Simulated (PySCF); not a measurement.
# Levels of Ge¹³⁺ from EOM-EA-GCCSD

Reference: closed-shell Ge¹⁴⁺, [Ar]; one electron is added. Calculated with PySCF 2.14, two-component X2C-1e with screened spin-orbit coupling, an uncontracted even-tempered set (19 s from 0.37 bohr⁻², ratio 2.6; 14 p from 0.48 bohr⁻², ratio 2.6; 6 d from 0.49 bohr⁻², ratio 2.8; 3 f from 13 bohr⁻², ratio 2.8); frozen [Ne]; the 64 highest virtual spinors dropped; of the others 50 kept and the rest restored at second order. No Breit or QED terms. Binding energies in eV.

```tsv
level	Koopmans	second order	EOM-CCSD
3d3/2	405.28	406.78	406.57
3d5/2	404.34	405.82	405.60
```

For comparison, the ionisation energy of Ge¹³⁺ is 407 ± 3 eV (theoretical estimate listed by NIST; NIST Atomic Spectra Database, ionization energies).

Only part of the computed levels is shown.
